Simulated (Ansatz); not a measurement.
# A geometry optimisation of Cl2GeH6Si2 with PBE0-D4/def2-SVP

The starting geometry of this gas-phase singlet was optimised with GFN2-xTB; its bonds are those of `[SiH3][GeH2][SiH](Cl)Cl`.

```yaml
atoms:
  - { symbol: Cl, position_ang: [-4.0373, -0.9134, 0.1824] }
  - { symbol: Cl, position_ang: [-1.8560, -2.7877, -1.3977] }
  - { symbol: Ge, position_ang: [-0.6035, -0.2349, 0.7088] }
  - { symbol: Si, position_ang: [-0.2346, 1.4845, -0.8536] }
  - { symbol: Si, position_ang: [-2.2528, -1.8528, 0.3532] }
  - { symbol: H, position_ang: [-1.4537, 2.2793, -1.0097] }
  - { symbol: H, position_ang: [0.8491, 2.3629, -0.4082] }
  - { symbol: H, position_ang: [0.1263, 0.9070, -2.1494] }
  - { symbol: H, position_ang: [-0.8660, 0.3235, 2.0901] }
  - { symbol: H, position_ang: [0.6699, -1.0007, 0.9939] }
  - { symbol: H, position_ang: [-2.4336, -2.9039, 1.3496] }
```

Predict what it relaxes into with PBE0-D4/def2-SVP.

It keeps its bonds, and is `[SiH3][GeH2][SiH](Cl)Cl`.

The energy falls by 0.22 eV over 9 steps:

```tsv
step	E − E(last) (eV)
1	0.219
2	0.101
3	0.029
4	0.024
5	0.015
6	0.003
7	0.000
8	0.000
9	0.000
```

Final geometry (Å):

```yaml
atoms:
  - { symbol: Cl, position_ang: [-3.9330, -0.6322, 0.0738] }
  - { symbol: Cl, position_ang: [-1.6960, -2.5587, -1.5400] }
  - { symbol: Ge, position_ang: [-0.4704, -0.2573, 0.9186] }
  - { symbol: Si, position_ang: [-0.3389, 1.3501, -0.8345] }
  - { symbol: Si, position_ang: [-2.2052, -1.7511, 0.2973] }
  - { symbol: H, position_ang: [-1.6545, 2.0457, -0.9477] }
  - { symbol: H, position_ang: [0.7329, 2.3501, -0.5470] }
  - { symbol: H, position_ang: [-0.0328, 0.6426, -2.1124] }
  - { symbol: H, position_ang: [-0.8227, 0.3980, 2.2673] }
  - { symbol: H, position_ang: [0.8461, -1.0423, 1.0715] }
  - { symbol: H, position_ang: [-2.5177, -2.8812, 1.2128] }
```

The end wasn't checked by frequencies. Run with Ansatz 0.2.0, 40 s on 2 threads of Arm Neoverse V2 (shared host).
